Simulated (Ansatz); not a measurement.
Start from `Cc1cccc(O)c1C` and change one atom or group to get `Cc1ccccc1C`.

Ansatz, PBE0-D4/def2-TZVP geometries, multiplicity 1. Each molecule was computed in one conformer, which needn't be the lowest.

```csv
property,`Cc1cccc(O)c1C`
size of the dipole moment (ωB97M-V/def2-TZVPP) / D,1.98
LUMO energy (PBE/def2-TZVPP) / eV,-0.91
size of the dipole moment (PBE/def2-TZVPP) / D,1.97
HOMO–LUMO gap (PBE/def2-TZVPP) / eV,4.34
HOMO–LUMO gap (PBE0/def2-TZVPP) / eV,6.25
HOMO–LUMO gap (ωB97M-V/def2-TZVPP) / eV,10.30
```

**Question.** What does the change do to each property? (An estimate is asked.)

**Answer.** Computed: 
```csv
property,`Cc1ccccc1C`,shift
size of the dipole moment (ωB97M-V/def2-TZVPP) / D,0.64,-1.34
LUMO energy (PBE/def2-TZVPP) / eV,-0.90,0.01
size of the dipole moment (PBE/def2-TZVPP) / D,0.69,-1.28
HOMO–LUMO gap (PBE/def2-TZVPP) / eV,4.90,0.56
HOMO–LUMO gap (PBE0/def2-TZVPP) / eV,6.77,0.52
HOMO–LUMO gap (ωB97M-V/def2-TZVPP) / eV,10.84,0.54
```

With PBE0 the HOMO falls by 0.48 eV and the LUMO rises by 0.05 eV, so the gap widens by about 0.53 eV. PBE moves the HOMO by -0.55 eV and ωB97M-V by -0.47 eV. Dipoles are sizes alone; their direction can turn.

Positive LUMOs are unbound, so they and the gaps depend on the basis.
